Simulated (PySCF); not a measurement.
Ligands exchanged one at a time, Ga NH2-SH. Gas-phase values, no solvent. One relaxed conformer stands for each flexible species; it need not be the lowest. Strings in code marks are SMILES.

The four lowest singlet excitations (Tamm–Dancoff). Calculation: TPSSh-D3(BJ)/def2-TZVP // B3LYP-D3(BJ)/def2-TZVP (PySCF). Excitations are Tamm–Dancoff values on a coarser integration grid. The basis has no diffuse functions, so Rydberg states are missing or too high.

| state | energy (eV) | wavelength (nm) | oscillator strength |
|---|---|---|---|
| S1 | 5.28 | 235 | 0.004 |
| S2 | 5.34 | 232 | 0.000 |
| S3 | 6.03 | 206 | 0.032 |
| S4 | 6.08 | 204 | 0.013 |

### Question
Say which member gives these states.
A) `[NH2][Ga]([NH2])[NH2]`
B) `[NH2][Ga]([SH])[SH]`
C) `[SH][Ga]([SH])[SH]`

### Answer
B, `[NH2][Ga]([SH])[SH]`
